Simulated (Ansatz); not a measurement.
Computed with Ansatz.

A structure relaxed at PBE0-D4/def2-TZVP, charge 0, multiplicity 1:

Cartesian coordinates in Å:
```
C 2.4524 1.3340 -0.0884
Si 0.7137 0.7792 -0.3784
F -0.2886 1.8216 0.3395
S 0.4475 -1.1330 0.4997
Si -1.5903 -1.5130 -0.0774
O -2.2290 -2.4602 1.0874
O -2.3675 -0.1036 -0.3409
H 2.5972 2.3456 -0.4753
H 3.1511 0.6666 -0.5983
H 2.6895 1.3315 0.9775
H 0.3298 0.7770 -1.8074
H -1.6966 -2.2868 -1.3224
H -2.0690 -2.2294 2.0040
H -2.1401 0.6706 0.1804
```

**Question.** Give its formula and SMILES.

**Answer.** CH7FO2SSi2, `C[SiH](F)S[SiH](O)O`.

**Question.** Point group (tolerance 0.08 Å, 0.16 Å for H)?

**Answer.** C1.

**Question.** Summarise the bond lengths by kind.

**Answer.** 1 × C–Si 1.848 Å; 3 × C–H 1.092 to 1.093 Å; 1 × F–Si 1.615 Å; 2 × S–Si 2.121 to 2.152 Å; 2 × H–Si 1.470 to 1.480 Å; 2 × O–Si 1.631 to 1.632 Å; 2 × H–O 0.959 to 0.961 Å.
